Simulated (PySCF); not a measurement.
# Excitation energy of Ru⁺ by level of theory

Ru⁺ [Kr] 4d7 (4F) → Ru⁺ [Kr] 4d6 5s1 (6D), as a difference of total energies. All numbers are calculated (PySCF 2.14, the spin-free X2C one-electron Hamiltonian (Gaussian nucleus), in x2c-TZVPPall with one added diffuse shell each of s, p, d, f type (9s7p7d3f1g, 95 functions)). Correlated levels: valence: [Kr] frozen. The calculations carry no spin-orbit coupling.

```tsv
method	excitation energy (cm⁻¹)	error (cm⁻¹)
UHF	2945.2	-5850
MP2 (valence)	8590.0	-205
SCS-MP2 (valence)	12390	+3595
CCSD (valence)	8065.6	-730
CCSD(T) (valence)	8408.3	-387
```

Reference: 8795.3 cm⁻¹ (measured; NIST levels, between the centres of gravity of the two terms).

Errors of the correlated levels include the incompleteness of this basis and the frozen core.
